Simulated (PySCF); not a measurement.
# Electron correlation in B⁺ (boron, charge +1)

[He] 2s2, closed-shell 1S. Computed with PySCF 2.14 in aug-cc-pVDZ-DK, with scalar relativity by spin-free X2C-1e. Frozen: 1s2; 2 electrons correlated.

Total MP2 correlation energy: -32.66 mhartree.

Same-spin part 0.00 and opposite-spin part -32.66 mhartree; SCS-MP2 scales them by 1/3 and 6/5 to -39.19 mhartree.

With two correlated electrons CCSD is exact within the correlated space (frozen core and kept virtual orbitals).

| level | correlation energy (mhartree) |
| --- | --- |
| CCSD | -58.66 |

Diagnostics: T1 = 0.012, D1 = 0.0167, largest double amplitude 0.151.

A double-excitation amplitude exceeds 0.15, a sign of near-degeneracy.

Cost of the coupled-cluster step: 0.06 s of wall time on 1 thread of Neoverse-V1 (shared host), for 2 correlated electrons.
